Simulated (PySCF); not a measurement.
**Shifts of the heteroatoms**

Atom-mapped SMILES (the numbers label the heavy atoms): `[CH3:1][O:2][C:3](=[O:4])[c:5]1[o:6][cH:7][p:8][c:9]1[C:10]([CH3:11])=[O:12]`. Each H is labelled by its parent atom.

PySCF 2.14 calculation with geometry: GFN2-xTB and shielding tensors at PBE0/pcSseg-1 (GIAO); one conformer, no solvent, averaged over atoms made equivalent by symmetry, fast rotation or ring inversion, non-relativistic Hamiltonian.

Question: Where does 31P resonate?

Answer: 
| atoms | environment | σ (ppm) | δ (ppm) |
| --- | --- | --- | --- |
| P8 | phosphorus bonded to 2 C, in a 5-membered ring | 176.8 | 123.6 |

Shieldings were converted by a linear fit to measured shifts: 31P (scatter 18.1 ppm rms vs H3PO4, solution or neat liquid). A few per cent of atoms miss by over 2 rms, more outside the fitted compound classes.

On a 500 MHz spectrometer 31P resonates near 202.4 MHz, so 1 ppm is 202.4 Hz.

Question: Where does 17O resonate?

Answer: 
```tsv
atoms	environment	σ (ppm)	δ (ppm)
O12	ketone oxygen	-327.1	564.7
O4	ester carbonyl oxygen	-112.0	368.8
O6	aromatic ring oxygen	-25.1	289.6
O2	ester alkoxy oxygen	135.5	143.3
```

Shieldings were converted by a linear fit to measured shifts: 17O (scatter 10.7 ppm rms, 12.2 ppm with the 3 outliers that the fit left out vs liquid water, solution or neat liquid). A few per cent of atoms miss by over 2 rms, more outside the fitted compound classes.

On a 400 MHz spectrometer 17O resonates near 54.2 MHz, so 1 ppm is 54.2 Hz.
